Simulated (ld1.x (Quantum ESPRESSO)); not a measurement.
## calcium: one change to a TM semilocal potential, before and after

```json
{"Element": "calcium (Ca)", "Generator": "ld1.x (Quantum ESPRESSO) 7.5", "Type": "norm-conserving Troullier–Martins (semilocal form)", "Functional": "LDA (PZ)", "Relativity": "scalar-relativistic", "Frozen core": "[Ne] 3s2", "Valence charge": "8", "Reference configuration": "3p6 3d0 4s2 4p0", "Partial waves": "4s (bound): rc 3.70 bohr; 3p (bound): rc 1.85 bohr; 3d (bound, empty): rc 1.55 bohr", "Local potential": "the d channel", "Core correction": "Bessel-smoothed model core inside 1.10 bohr"}
```

Change: wave 3d (bound): rc 1.55 bohr becomes 3d (bound): rc 2.34 bohr.

Cutoffs: the cutoffs (Ry, on a coarse ladder) from which the occupation-weighted sum of valence levels, in a spherical-Bessel basis at the reference potential, stays within 10 and 1 mRy of its value at 400 Ry; they do not see the model core or the augmentation charge, which bear on the density cutoff. Errors are all-electron minus pseudo energies relative to the spin-unpolarised reference configuration.

Question: How do hardness, ghosts and transferability respond?

Answer: The potential gets neither clearly harder nor softer (30 Ry and 50 Ry → 30 Ry and 50 Ry); of the 9 tests that both files solve, the error grows in 0 and shrinks in 2 by more than 15 % and 0.3 meV (median size 9.2 → 9.1 meV); the range in which the d phases agree narrows (upper end 2.9 → 0.5); neither file shows a bound ghost. A semilocal file is local in each channel, so a ghost entry of none says nothing of the separable form that plane-wave codes build from it.

```csv
quantity,base,changed
"cutoff, loose",30 Ry,30 Ry
"cutoff, tight",50 Ry,50 Ry
bound ghosts,none,none
"error for 3p6 3d0 4s1 4p0, meV [ΔE 6.46 eV]",+3.4,+3.4
"error for 3p6 3d0 4s0 4p0, meV [ΔE 18.41 eV]",-9.5,-9.5
"error for 3p6 3d0 4s1.5 4p0, meV [ΔE 2.57 eV]",+0.9,+0.9
"error for 3p6 3d0 4s1 4p1, meV [ΔE 2.49 eV]",+9.2,+9.1
"error for 3p6 3d0 4s0 4p2, meV [ΔE 5.12 eV]",+15,+15
"error for 3p6 3d1 4s1 4p0, meV [ΔE 2.24 eV]",-32,-15
"error for 3p6 3d1 4s0 4p0, meV [ΔE 7.80 eV]",-82,-44
"error for 3p6 3d0 4s1 4p0 (spin-polarised), meV [ΔE 6.25 eV]",+1.3,+1.3
"error for 3p6 3d0 4s1.5 4p0 (spin-polarised), meV [ΔE 2.53 eV]",+0.7,+0.7
s: phases at 4.00 bohr within 0.05 rad from the reference energy up to (Ry; the scan ends near 5),0.9,0.9
p: phases at 4.00 bohr within 0.05 rad from the reference energy up to (Ry; the scan ends near 5),2.1,2.1
d: phases at 4.00 bohr within 0.05 rad from the reference energy up to (Ry; the scan ends near 5),2.9,0.5
```

Base: The cutoffs count occupied waves only; the empty 3d level needs 60 Ry at the loose tolerance.
